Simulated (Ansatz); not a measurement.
Several settings on one geometry of (Cl)2Al-O-SiH3 (AlSiCl₂OH₃) (that of the charge 0 singlet, r2SCAN-D4/def2-SVP). Ansatz on 4 threads of Arm Neoverse V2 on a shared host; times are rough.

Cartesian coordinates in Å:
```
Al 0.221 -0.674 -1.655
Cl 0.861 0.539 -3.225
Cl -0.167 -2.690 -2.019
O 0.021 -0.036 -0.118
Si -0.187 0.575 1.406
H -1.101 1.753 1.355
H -0.780 -0.466 2.295
H 1.132 0.998 1.961
```

Totals from different functionals, basis sets or treatments of relativity can't be compared as stabilities.

DK, ANO-RCC and x2c sets are all-electron and run with scalar relativity unless a key says otherwise. The 6-31G sets use Cartesian d functions.

(1) Give the basis size and estimate the energy, ⟨S²⟩, dipole and time of these runs.

| run | method | charge | state | further keys |
| --- | --- | --- | --- | --- |
| 1 | RKS revPBE0/STO-3G | 0 | singlet | scf: {omitted_lower_state_checks: [starts]} |
| 2 | RHF/6-31G* | 0 | singlet | forces asked |
| 3 | RKS revPBE0/ANO-RCC-VTZP | 0 | singlet | forces asked |

Results:

(1) 
```json
{"run": "1", "functions": "44", "energy (Eh)": "-1512.0262", "⟨S²⟩": "–", "dipole (D)": "–", "wall time": "0.45 s"}
{"run": "2", "functions": "97", "energy (Eh)": "-1526.6467", "⟨S²⟩": "–", "dipole (D)": "1.63", "wall time": "0.7 s"}
{"run": "3", "functions": "208", "energy (Eh)": "-1533.3459", "⟨S²⟩": "–", "dipole (D)": "1.01", "wall time": "9.5 s"}
```
